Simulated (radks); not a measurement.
Charge is removed step by step from the 3p level of neutral molybdenum, starting from [Kr] 4d5 5s1. Calculated with a radial shooting solver on a logarithmic mesh with Libxc functionals: scalar-relativistic Kohn-Sham, PBE, spin-unpolarised, spherical densities, finite nucleus; Fermi nuclear charge, rms radius 4.4091 fm.

| removed (e) | E - E(0) (eV) | eigenvalue (eV) | E minus straight line (eV) |
|---|---|---|---|
| 0 | 0.000 | -379.25 | 0.000 |
| 0.125 | 47.591 | -382.70 | -1.579 |
| 0.25 | 95.618 | -386.22 | -2.723 |
| 0.375 | 144.09 | -389.80 | -3.423 |
| 0.5 | 193.01 | -393.45 | -3.670 |
| 0.625 | 242.39 | -397.15 | -3.459 |
| 0.75 | 292.24 | -400.91 | -2.781 |
| 0.875 | 342.56 | -404.72 | -1.630 |
| 1 | 393.36 | -408.58 | 0.000 |

Removing the whole electron costs 393.36 eV by Delta-SCF, against 379.25 eV from minus the eigenvalue at the starting occupation. Slater's transition state (half an electron removed) gives 393.45 eV. Integrating minus the eigenvalue over the occupation (Janak's theorem) gives 393.60 eV. In this scalar-relativistic scheme the density is built from large components alone, so the theorem holds only approximately. The mean slope of the eigenvalue, de/dn, is 29.3 eV per electron.
